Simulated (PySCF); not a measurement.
**Radial density of Be (beryllium, neutral)**

PBE0, [He] 2s2, closed-shell 1S. Calculation: PySCF 2.14, in cc-pVTZ-DK (4s3p2d1f, 30 functions); scalar relativity by spin-free X2C-1e.

| r (bohr) | 4πr²ρ (e/bohr) |
| --- | --- |
| 0.00547 | 0.01286 |
| 0.00920 | 0.03529 |
| 0.0155 | 0.09423 |
| 0.0260 | 0.2445 |
| 0.0438 | 0.5994 |
| 0.0736 | 1.339 |
| 0.124 | 2.557 |
| 0.208 | 3.775 |
| 0.350 | 3.665 |
| 0.589 | 1.811 |
| 0.991 | 0.5271 |
| 1.67 | 0.7470 |
| 2.80 | 0.6217 |
| 4.72 | 0.1208 |
| 7.93 | 0.002901 |

Densities and radii are taken from the X2C orbitals without a picture-change correction, which distorts them close to the nucleus.
